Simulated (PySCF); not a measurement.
Molecule: triethylborane (SMILES CCB(CC)CC).

Structure with atom numbers: `[CH3:1][CH2:2][B:3]([CH2:4][CH3:5])[CH2:6][CH3:7]` (H(Xn): hydrogen on atom n).

Geometry PBE0-D3(BJ)/def2-SVP throughout; GIAO in PySCF, gas phase, one conformer, non-relativistic; equivalent atoms averaged; functional PBE0.

**Question.** How do the shifts δ (against TMS, BF3·OEt2 at the same level) depend on the basis set? (ppm; last column core-seconds on shared hosts with different chips, so compare them loosely)

**Answer.** 
```tsv
basis set	functions	C2/C4/C6	C1/C5/C7	B3	H(C2)/H(C4)/H(C6)	H(C1)/H(C5)/H(C7)	core-s
STO-3G	50	21.9	17.9	88.4	1.22	0.64	5.2
pcSseg-0	93	21.4	10.4	88.3	1.18	1.03	9.4
6-31G	93	20.8	10.3	78.3	1.46	1.08	10
6-31G*	128	19.5	10.0	79.4	1.33	0.97	14
cc-pVDZ	173	21.3	10.5	83.9	1.25	0.87	23
def2-SVP	173	19.0	9.1	83.2	1.17	0.79	21
pcSseg-1	194	20.8	9.0	87.4	1.17	0.91	25
6-311+G(2d,p)	279	20.4	8.3	84.4	1.21	0.88	40
aug-cc-pVDZ	296	20.5	8.8	82.7	1.30	0.95	53
def2-TZVP	307	20.7	9.0	85.7	1.23	0.89	57
```

**Question.** Which nucleus moves most, in ppm?

**Answer.** B3 (boron bonded to 3 C): from 78.3 ppm with 6-31G to 88.4 ppm with STO-3G. The smallest spread is 0.29 ppm, at H(C2)/H(C4)/H(C6). Proton shifts span only some 12 ppm, so a few tenths of a ppm matter as much there as several ppm in carbon.

**Question.** Taking the largest basis, def2-TZVP (307 functions), as the yardstick, rank the others by their worst heavy-atom deviation.

**Answer.** 6-311+G(2d,p) 1.3 ppm (279 functions), pcSseg-1 1.7 ppm (194 functions), cc-pVDZ 1.8 ppm (173 functions), def2-SVP 2.5 ppm (173 functions), pcSseg-0 2.6 ppm (93 functions), aug-cc-pVDZ 3.1 ppm (296 functions), 6-31G* 6.3 ppm (128 functions), 6-31G 7.4 ppm (93 functions), STO-3G 9.0 ppm (50 functions).

A small basis that lands close on one nucleus may do so by chance; judge by the trend and by all nuclei.
